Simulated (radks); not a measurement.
Spherical quantum dot in the effective-mass picture: electrons in a well V = -V0 / (1 + exp((r - R)/a)) with V0 = 8.53, R = 5.09, a = 0.44, with a point charge +2 (a donor) at the centre, all in effective atomic units (hartree* = m*/eps^2 hartree, bohr* = eps/m* bohr), one dielectric constant everywhere. Method: non-relativistic Kohn-Sham, LDA (Slater exchange, Perdew-Wang correlation), spin-polarised, spherical densities; computed with a radial shooting solver with Libxc functionals. Levels are named by radial order and angular momentum (1s, 1p, 1d, 2s, ...), and open shells are averaged over m.

N = 18, configuration 1s2 1p6 1d(up 5, down 3) 2s2. This is the lowest configuration that the search found. Occupied and some empty levels:

level,occupation,eigenvalue (hartree*),<r> (bohr*)
1s up,1,-4.0699,1.675
1s down,1,-4.0620,1.609
1p up,3,-3.7891,3.211
1p down,3,-3.7683,3.208
2s up,1,-3.7640,2.539
2s down,1,-3.7494,2.599
1d up,5,-3.5704,3.390
1d down,3,-3.5491,3.391
1f up,0,-3.2869,3.528
1f down,0,-3.2657,3.530
1g up,0,-2.9446,3.648
1g down,0,-2.9237,3.650
2p up,0,-2.9071,2.599
2p down,0,-2.8950,2.595

Energy (hartree*): total -112.577, kinetic 10.547, external -164.67, Hartree 47.620, exchange-correlation -6.0778.
